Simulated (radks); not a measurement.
The numbers below are computed, except where a source is named.
Question: Species: Tl. Configuration: [Hg] 6p1. Level of theory: scalar-relativistic Kohn-Sham, LDA (Slater exchange, Perdew-Wang correlation), spin-polarised, spherical densities, finite nucleus; open shells are filled with parallel spins first (spin-orbit coupling, left out, can overturn this in heavy ions); Fermi nuclear charge, rms radius 5.4759 fm; hard spherical wall at 2 bohr (a radial shooting solver on a logarithmic mesh with Libxc functionals). Some entries of the table are withheld. Estimate them.

| orbital | occ. | eigenvalue (hartree) | <1/r> (bohr^-1) |
|---|---|---|---|
| 1s up | 1 | -3139.639 | 99.30 |
| 1s down | 1 | -3139.633 | 99.30 |
| 2s up | 1 | -556.8033 | 23.31 |
| 2s down | 1 | -556.7998 | 23.31 |
| 2p up | 3 | -478.8964 | 20.59 |
| 2p down | 3 | -478.8917 | 20.59 |
| 3s up | 1 | -130.8821 | 8.639 |
| 3s down | 1 | -130.8780 | 8.639 |
| 3p up | 3 | -108.4504 | 7.843 |
| 3p down | 3 | -108.4460 | 7.843 |
| 3d up | 5 | -85.09686 | 7.369 |
| 3d down | 5 | -85.09263 | 7.369 |
| 4s up | 1 | -27.21124 | 3.713 |
| 4s down | 1 | -27.20477 | 3.713 |
| 4p up | 3 | -19.86623 | 3.340 |
| 4p down | 3 | -19.85930 | 3.341 |
| 4d up | 5 | -11.23739 | 2.995 |
| 4d down | 5 | -11.22975 | 2.995 |
| 5s up | 1 | -2.68545 | 1.512 |
| 5s down | 1 | -2.67011 | 1.512 |
| 4f up | 7 | -1.70014 | 2.572 |
| 4f down | 7 | -1.69157 | 2.573 |
| 5p up | 3 | -0.73509 | 1.314 |
| 5p down | 3 | -0.71935 | 1.314 |
| 5d up | 5 | 1.65321 | 1.124 |
| 5d down | 5 | 1.67133 | 1.125 |
| 6s up | 1 | 3.64668 | 1.135 |
| 6s down | 1 | 3.67716 | 1.136 |
| 5f up | 0 | 4.26330 | 1.029 |
| 5f down | 0 | 4.28558 | 1.030 |
| 6p up | 1 | (1) | 1.181 |
| 6p down | 0 | (2) | 1.181 |
| 6d up | 0 | 7.35818 | 1.245 |
| 6d down | 0 | 7.38781 | 1.244 |
| 7s up | 0 | 12.48036 | 1.333 |
| 7s down | 0 | 12.50223 | 1.333 |

Answer: 
(1) 6p up eigenvalue (hartree): 5.11662
(2) 6p down eigenvalue (hartree): 5.14801
